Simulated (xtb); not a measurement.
B(Cl)2(SiH3) (BCl₂H₃Si), SMILES [SiH3]B(Cl)Cl. All values are semi-empirical tight-binding results from xtb (GFN2-xTB unless named), good for trends rather than for accurate numbers. Coordinates come from a GFN2-xTB optimisation.

Optimised geometry:

```xyz
7

B      0.0482    -0.0446     0.0517
Cl     1.6741    -0.3112    -0.4536
Cl    -0.4198    -0.7766     1.5390
Si    -1.2089     1.0482    -1.0458
H     -2.5034     1.2447    -0.3901
H     -1.4744     0.4196    -2.3440
H     -0.6622     2.3771    -1.3367
```

The geometry has at least one imaginary mode, so it is a saddle point at that level.

Estimate the properties. (The exact figures need the calculation; the answer reports its results.)


```json
{
 "orbital_gap": "2.98 eV",
 "dipole_moment": "0.25 D",
 "static polarisability (D4 model)": "68.5 bohr³",
 "solvation energy, GFN2-xTB/ALPB(water)": "-0.8 kcal/mol",
 "solvation energy, GFN2-xTB/ALPB(benzene)": "-3.4 kcal/mol"
}
```

Computed atomic charges and the Wiberg bond orders between heavy atoms:
charges (e) B1 0.32, Cl2 -0.22, Cl3 -0.22, Si4 0.38, H5 -0.09, H6 -0.09, H7 -0.09. Bond orders B1–Cl2 1.16, B1–Cl3 1.16, B1–Si4 0.87.
